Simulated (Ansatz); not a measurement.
BH10NSi3, SMILES `BN([SiH3])[SiH2][SiH3]`. Total charge 0; spin multiplicity 1.

| atom | x (Å) | y (Å) | z (Å) |
| --- | --- | --- | --- |
| B1 | -1.517 | -0.332 | -0.622 |
| N2 | -0.177 | 0.062 | -0.785 |
| Si3 | 0.516 | 0.163 | -2.395 |
| Si4 | 0.853 | 0.423 | 0.598 |
| Si5 | -0.107 | -0.271 | 2.615 |
| H6 | -2.195 | -0.565 | -1.585 |
| H7 | -1.985 | -0.437 | 0.479 |
| H8 | 1.549 | 1.232 | -2.386 |
| H9 | 1.172 | -1.119 | -2.760 |
| H10 | -0.547 | 0.482 | -3.375 |
| H11 | 1.145 | 1.883 | 0.629 |
| H12 | 2.157 | -0.269 | 0.386 |
| H13 | 0.916 | -0.076 | 3.681 |
| H14 | -1.308 | 0.533 | 2.959 |
| H15 | -0.471 | -1.710 | 2.559 |

Question: What are the harmonic wavenumbers in cm⁻¹ at PBE0-D4/def2-TZVP (Ansatz, finite differences of forces, unscaled)? (An estimate is asked.)

Answer: Computed: 16, 57, 120, 167, 191, 218, 295, 359, 414, 429, 518, 587, 605, 690, 708, 752, 804, 831, 885, 931, 938, 940, 947, 953, 969, 1017, 1065, 1210, 1369, 2195, 2202, 2213, 2227, 2229, 2230, 2238, 2255, 2549, 2626.

Question: Is this a minimum?

Answer: Yes, all 39 modes are real.

Question: Give the ideal-gas thermochemistry at 298.15 K and 1 bar (rigid rotor, harmonic oscillator; point group C1, symmetry number 1).

Answer: Zero-point energy 250.9 kJ/mol; H(298) − E = 279.0 kJ/mol; entropy 410.6 J/(mol·K), of which translation 168.5, rotation 118.5, vibration 123.6; G(298) − E = 156.6 kJ/mol. Modes under 100 cm⁻¹ are hindered rotations or soft bends, so the harmonic entropy is rough.

Question: And at 400, 500, 600, 800 and 1000 K?

Answer: 
```tsv
T (K)	H − E (kJ/mol)	S (J/mol/K)	G − E (kJ/mol)
400	296.4	460.5	112.2
500	316.4	505.1	63.9
600	338.8	545.9	11.3
800	389.1	618.0	-105.3
1000	444.9	680.1	-235.3
```
